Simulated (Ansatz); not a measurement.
A run on CH$_{5}$BOSi (`B1CO[SiH2]1`) with other settings.

```yaml
crystal:
  periodic: [false, false, false]
  atoms:
    - {symbol: B, position_ang: [1.089124, 0.085221, -0.246238]}
    - {symbol: C, position_ang: [0.251974, -0.809138, 0.739588]}
    - {symbol: O, position_ang: [-1.107439, -0.359526, 0.503066]}
    - {symbol: Si, position_ang: [-0.742944, 0.794314, -0.664713]}
    - {symbol: H, position_ang: [2.261716, 0.113757, -0.444433]}
    - {symbol: H, position_ang: [0.341418, -1.887437, 0.539109]}
    - {symbol: H, position_ang: [0.524457, -0.672338, 1.796922]}
    - {symbol: H, position_ang: [-1.389841, 0.514756, -1.979008]}
    - {symbol: H, position_ang: [-1.139964, 2.174090, -0.261489]}
basis:
  gaussian: {orbitals: STO-3G}
hamiltonian: {xc: {name: wPBEh}}
output: {forces: true}
```

```sh
$ ansatz run in.yaml --threads 2 --pin off --events-out ev --progress --plain --max-ram 4352MiB
```

Shortened log:

```
Functional definition: wPBEh
  name "wPBEh"
  cite "Heyd, Scuseria & Ernzerhof, J. Chem. Phys. 118, 8207 (2003) doi:10.1063/1.1564060"
  cite "Krukau, Vydrov, Izmaylov & Scuseria, J. Chem. Phys. 125, 224106 (2006) doi:10.1063/1.2404663"
  cite "Heyd & Scuseria, J. Chem. Phys. 120, 7274 (2004) doi:10.1063/1.1668634"
  cite "Ernzerhof & Perdew, J. Chem. Phys. 109, 3313 (1998) doi:10.1063/1.476928"
  cite "Perdew, Burke & Ernzerhof, Phys. Rev. Lett. 77, 3865 (1996) doi:10.1103/PhysRevLett.77.3865"
  parent pbe
  parameter a = 0.25
  parameter omega = 0.11/bohr
  exchange = wpbe_x - a*pbe_x_sr(omega) + a*exact_x_sr(omega)
  correlation = pbe_c
377 factors; integrals over basis functions are off by at most 5.7e-5 eV
66 factors; integrals over basis functions are off by at most 1.9e-7 eV
mean field evaluation 1: about -11568.7533 eV, gradient 2.2e1 eV
mean field evaluation 2: about -11563.2016 eV, gradient 4.9e1 eV
mean field evaluation 4: about -11570.3726 eV, gradient 9.9e-1 eV
mean field evaluation 8: about -11570.3446 eV, gradient 1.1e-2 eV
mean field -11570.34459317 eV, -425.2023211378 hartree, gradient 6.9e-5 eV, S^2 0.000000; 0 other end points of the search recorded, 0 dependent functions left out
the calculation of the forces begins
reference -11570.34461324 eV, -425.2023218753 hartree; 19, 19 occupied and 10, 10 virtual orbitals, 377 factors
Total energy: -11570.34461324 eV, -425.2023218753 hartree
Atom 0 at     1.089124     0.085221    -0.246238 Å, force    -0.412223     0.610906    -0.530265 eV/Å
Atom 1 at     0.251974    -0.809138     0.739588 Å, force     0.571500    -0.183238     0.093796 eV/Å
Atom 2 at    -1.107439    -0.359526     0.503066 Å, force    -1.764720    -1.115203     1.334260 eV/Å
Atom 3 at    -0.742944     0.794314    -0.664713 Å, force     1.062771     1.836059    -1.928523 eV/Å
Atom 4 at     2.261716     0.113757    -0.444433 Å, force    -0.516599     0.069658     0.007907 eV/Å
Atom 5 at     0.341418    -1.887437     0.539109 Å, force     0.196709    -0.576878     0.004638 eV/Å
Atom 6 at     0.524457    -0.672338     1.796922 Å, force     0.274730    -0.058826     0.540941 eV/Å
Atom 7 at    -1.389841     0.514756    -1.979008 Å, force     0.368356     0.203128     0.750325 eV/Å
Atom 8 at    -1.139964     2.174090    -0.261489 Å, force     0.219476    -0.785607    -0.273079 eV/Å
Dipole moment:     0.221173     0.097954    -0.126817 e Å
```

Run time 0.85 s (2 threads of an Arm Neoverse V1 on a shared host); peak host memory 0.08 GiB.
